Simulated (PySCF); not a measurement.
HfO, SMILES [O]=[Hf], multiplicity 1.

Geometry: B3LYP-D3(BJ)/def2-TZVPD. The multiplicity is an assumed one; other spin states were not compared. The def2 effective core potentials stand for the cores of Hf; spin–orbit coupling is left out.

Level of theory: B3LYP-D3(BJ)/def2-TZVPD (PySCF).

Frequencies are harmonic and unscaled.

```csv
mode,ν (cm⁻¹),IR (km/mol),Raman (Å⁴/amu),depolarisation,moving atoms (share of kinetic energy)
1,974,129.5,25.4,0.55,"O 92 %, Hf 8 %"
```
